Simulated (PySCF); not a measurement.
Predicted spectroscopic data

Computational details: spin–spin couplings from B3LYP/pcJ-1 (spin–dipole term left out of most H,H and C,H couplings), shieldings: GIAO PBE0/pcSseg-1, geometry from GFN2-xTB, in PySCF 2.14 (one averaged value for each set of equivalent atoms, one conformer, non-relativistic Hamiltonian, isolated molecule).

Scale: ¹H and ¹³C vs TMS (reference shieldings calculated alike). Multiplet labels drop J under 1 Hz and among equivalent protons, and merge close values. Unscaled 3J(H,H) run several per cent high. Where no couplings were computed, multiplicities follow the n + 1 count of equivalent neighbours, and m marks all less simple cases (inequivalent or close neighbours, rings, F or P nearby). Shifts are as computed. Against solution values, carbons near 30 ppm lie about +3 ppm off and those near 130 ppm about +5 ppm. Of 1211 compounds with measured shifts, 218 miss one by over three times the rms of a fit or turn the order of signals round; such compounds aren't used in these exercises. OH and NH positions are gas-phase values without hydrogen bonding to other molecules.

**1.** `C#CC(=C)OCC`, C₆H₈O. ¹H NMR (400 MHz, computed): δ 4.89 (d, J = 4.0 Hz, 1H), 4.42 (d, J = 4.0 Hz, 1H), 3.68 (q, J = 7.3 Hz, 2H), 2.38 (s, 1H), 1.43 (t, J = 7.3 Hz, 3H). ¹³C{¹H} NMR (computed): δ 152.4 (C), 98.1 (CH2), 85.0 (C), 83.3 (CH), 65.4 (CH2), 17.2 (CH3).

**2.** `InChI=1S/C7H11N3/c1-4-6-7(5(2)3)9-10-8-6/h4-5H,1H2,2-3H3,(H,8,9,10)`. ¹H NMR (400 MHz, computed): δ 10.74 (br s, 1H), 7.15 (m, 1H), 6.71 (m, 1H), 5.70 (m, 1H), 3.07 (sept, 1H), 1.31 (d, 6H). ¹³C{¹H} NMR (computed): δ 145.6 (C), 143.7 (C), 129.6 (CH), 122.1 (CH2), 27.0 (CH), 25.9 (CH3).
